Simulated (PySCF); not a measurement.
Correlation energy of Al (aluminium, neutral)

[Ne] 3s1 3p2, high-spin 4P determinant (an excited configuration). All numbers are calculated (PySCF 2.14, the spin-free X2C one-electron Hamiltonian (Gaussian nucleus), in x2c-TZVPPall (5s5p3d1f, 42 functions)). Frozen: 1s2; 11 electrons correlated.

MP2 pair energies summed by pair of shells (mhartree):

| pair | energy | share (%) |
| --- | --- | --- |
| 2p-2p | -99.47 | 64.3 |
| 2s-2p | -28.72 | 18.6 |
| 2p-3p | -6.55 | 4.2 |
| 2p-3s | -5.46 | 3.5 |
| 3p-3p | -5.30 | 3.4 |
| 2s-2s | -4.04 | 2.6 |
| 3s-3p | -3.67 | 2.4 |
| 2s-3p | -0.96 | 0.6 |
| 2s-3s | -0.60 | 0.4 |

Total MP2 correlation energy: -154.76 mhartree.

Same-spin part -51.02 and opposite-spin part -103.74 mhartree; SCS-MP2 scales them by 1/3 and 6/5 to -141.50 mhartree.

This basis was not built for core-valence correlation, so the inner-shell part is incomplete.
